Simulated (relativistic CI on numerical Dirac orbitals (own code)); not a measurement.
## Ce³⁺ (4f) in a crystal field

Calculated by Dirac-Coulomb-Breit CI, KLI orbitals optimised for each configuration, a model potential for QED, one configuration in a parametric crystal field, unscaled Slater integrals (own radial code).

Field parameters in Wybourne normalisation; cubic f-shell fields have B⁴₄ = √(5/14) B⁴₀ and B⁶₄ = −√(7/2) B⁶₀. The field is a parameter set, without covalency.

S is read from ⟨S²⟩ = S(S + 1).

Powder χT (cm³ K mol⁻¹) by Van Vleck's formula, with temperature-independent terms:

```tsv
Field	2 K	5 K	10 K	20 K	50 K	100 K	200 K	300 K
C2v, B20 = -730, B22 = -320, B40 = -230, B42 = -140, B44 = -340, B60 = 90, B62 = -250, B64 = -430, B66 = -230 cm⁻¹	0.533	0.537	0.542	0.554	0.588	0.643	0.722	0.765
C2v, B20 = -580, B22 = 290, B40 = -320, B42 = -330, B44 = -130, B60 = -260, B62 = 370, B64 = -210, B66 = 220 cm⁻¹	0.477	0.482	0.492	0.51	0.564	0.644	0.735	0.775
D3d, B20 = 2120, B40 = 620, B43 = -1560, B60 = -580, B63 = 70, B66 = 640 cm⁻¹	0.474	0.476	0.479	0.486	0.505	0.537	0.598	0.649
D3h, B20 = 230, B40 = -50, B60 = -50, B66 = 680 cm⁻¹	0.541	0.55	0.564	0.594	0.674	0.745	0.786	0.8
Oh, B40 = 2500, B60 = 150 cm⁻¹	0.125	0.129	0.136	0.149	0.188	0.254	0.386	0.507
Oh, B40 = -760, B60 = 760 cm⁻¹	0.515	0.523	0.537	0.565	0.64	0.709	0.753	0.771
```

**Question.** For C2v, B20 = -580, B22 = 290, B40 = -320, B42 = -330, B44 = -130, B60 = -260, B62 = 370, B64 = -210, B66 = 220 cm⁻¹: what effective moment follows at 300 K?

**Answer.** μ_eff = √(8χT) = 2.49 μB. The LS value g√(J(J + 1)) of the free ion's 2F°_5/2 level is 2.54 μB.
